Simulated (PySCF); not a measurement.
HgI, SMILES [I][Hg+], charge +1.

Coordinates come from a B3LYP-D3(BJ)/def2-TZVP optimisation. The spin state was assumed, not searched. The def2 effective core potentials stand for the cores of Hg, I; spin–orbit coupling is left out.

Two levels are set side by side: PBE/def2-TZVPD (PySCF) and M06-2X/def2-TZVPD (PySCF). Same geometry, gas phase. Differences are taken from unrounded values.

```tsv
quantity	PBE
orbital gap (eV)	0.74
highest occupied level (eV)	-12.29
lowest empty level (eV)	-11.54
mean polarisability (bohr³)	57.0
```

Problem. These are the PBE values. What does M06-2X give? (The exact figures need the calculation; the answer reports its results.)

Solution. 
```tsv
quantity	M06-2X	PBE minus M06-2X
orbital gap (eV)	4.63	-3.88
highest occupied level (eV)	-14.44	2.15
lowest empty level (eV)	-9.81	-1.73
mean polarisability (bohr³)	57.2	-0.2
```

Without exact exchange PBE keeps part of each electron's self-repulsion, which lifts occupied levels and narrows the gap. Differences between two approximate levels are no errors against the true value.

Rough cost on one machine, each run with all the roots and properties that it gave: M06-2X against PBE about 2 times.
